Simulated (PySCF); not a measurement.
A structure optimised at B3LYP-D3(BJ)/def2-SVP, used in a PySCF frequency run:

```
Sb
O 1 1.9754
H 2 0.9708 1 113.60
Cl 1 2.3967 2 98.11 3 -48.94
Cl 1 2.3967 2 98.11 3 48.94
```

**Question.** Write its SMILES, formula and point group.

**Answer.** [OH][Sb]([Cl])[Cl], Cl2HOSb, Cs

**Question.** What are its rotational constants (standard atomic weights)?

**Answer.** 2.6665, 1.8253, 1.3788 GHz
